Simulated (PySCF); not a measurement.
Gas-phase equilibrium of 1 mol NaCl, 2.2 mol H2O at 1000 K and 0.0100 bar, among 21 species (ClO, O2, HCl, O, HO2, H2O, H, HOCl, Na, H2O2, O3, Na2, H2, Na2(OH)2, NaCl, NaOH, Cl, Cl2, Na2O, Na2Cl2, OH). Only gases are allowed; each row takes one source of thermochemistry for all species, and Cantera finds the minimum.

Method: PySCF energies plus ideal-gas RRHO corrections (1 bar). 'Table' is the NASA 1993 thermochemical table (part measured, part estimated). After a fit of one offset per element over all species, the range-separated, M06-2X, PBE0/def2-QZVP and CCSD(T)/def2-TZVPP enthalpies, where run, lie to one side of the table for NaOH (+16 kJ/mol): a fault of the table's entry, another state or a shared error of the levels is possible; this was not checked at source. S°(298 K) at PBE0/def2-TZVP differs from the NASA 1993 table for NaOH (+8 J/mol/K); whether the harmonic model or the table's entry is off was not settled. † marks an energy on the PBE0/def2-TZVP geometry and frequencies; other levels use their own. The species in the table below are closed-shell singlets. The harmonic model lacks anharmonicity and excited electronic states, which grow with temperature; levels with a mode under 35 cm⁻¹ are left out. Soft modes under 120 cm⁻¹ make the harmonic entropy rough for Na2Cl2. The table's entry may be an old estimate for NaOH, Na2Cl2 (not checked at source).

Molecules larger than those listed are left out. Table species left out: NaH, NaO.

With table thermochemistry: H2O 0.79, Na2Cl2 0.16, NaCl 0.049, HCl 7.1e-5, NaOH 7.0e-5, H2 9.8e-7.

Q: How far does the composition move with the other sources (PBE0/def2-SVP†, PBE0/def2-TZVP, ωB97X-V/def2-TZVP†)?

A: 
| thermochemistry | x H2O | x Na2Cl2 | x NaCl | x HCl | x NaOH | x H2 |
|---|---|---|---|---|---|---|
| table | 0.79 | 0.16 | 0.049 | 7.1e-5 | 7.0e-5 | 9.8e-7 |
| PBE0/def2-SVP† | 0.81 | 0.18 | 0.010 | 3.3e-5 | 8.4e-6 | 1.8e-5 |
| PBE0/def2-TZVP | 0.79 | 0.16 | 0.050 | 5.7e-5 | 4.7e-5 | 6.0e-6 |
| ωB97X-V/def2-TZVP† | 0.80 | 0.16 | 0.035 | 6.3e-5 | 5.2e-5 | 9.8e-6 |
The most sensitive of these is H2: it spans a factor of 10^1.3 over these rows; at this temperature one factor of ten is RT ln 10 = 19 kJ/mol.
